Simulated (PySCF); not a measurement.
Ge(Cl)(OH)2(OMe) (CH₅ClGeO₃), SMILES C[O][Ge]([OH])([OH])[Cl].

Coordinates come from a PBE-D3(BJ)/def2-SVP optimisation. The values are those of a single conformer.

Vertical ionisation energy (IE) and electron affinity (EA) in eV. Rows of orbital energies are one-electron estimates. Where ΔSCF, EOM or ADC give a negative EA the extra electron is unbound and the value depends on the basis.

| level | IE | EA |
|---|---|---|
| −ε(HOMO), −ε(LUMO), r2SCAN/def2-TZVP (PySCF) | 7.27 | 1.54 |
| −ε(HOMO), −ε(LUMO), PBE/def2-TZVP (PySCF) | 6.90 | 1.89 |
